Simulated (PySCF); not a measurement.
## Working out the electron affinity of Sb

Sb⁻ [Kr] 4d10 5s2 5p4 (3P) → Sb [Kr] 4d10 5s2 5p3 (4S). All numbers are calculated (PySCF 2.14, a scalar-relativistic core potential, in def2-QZVPPD with the def2 core potential (28 electrons)). Frozen: nothing. Energies in hartree (1 hartree = 27.21139 eV):

| part | Sb⁻ (lower) | Sb (upper) |
| --- | --- | --- |
| UHF | -239.273993 | -239.277978 |
| MP2 opposite-spin | -0.461155 | -0.439310 |
| MP2 same-spin | -0.249021 | -0.245439 |

What does Hartree-Fock give?

(-239.277978) − (-239.273993) = -0.003985 hartree = -0.108 eV.

What do MP2 and SCS-MP2 (6/5 opposite-spin, 1/3 same-spin) give?

The opposite-spin parts differ by 0.594 eV and the same-spin parts by 0.097 eV. MP2: -0.108 + (0.594) + (0.097) = 0.583 eV. SCS-MP2: -0.108 + 1.2 × (0.594) + (0.097)/3 = 0.637 eV.

Reference: 1.047 eV (measured; photodetachment measurements, as compiled on the Wikipedia data page of electron affinities), between the lowest levels; spin-orbit coupling is absent from the calculation.

What remains against the reference includes basis incompleteness and correlation beyond second order.
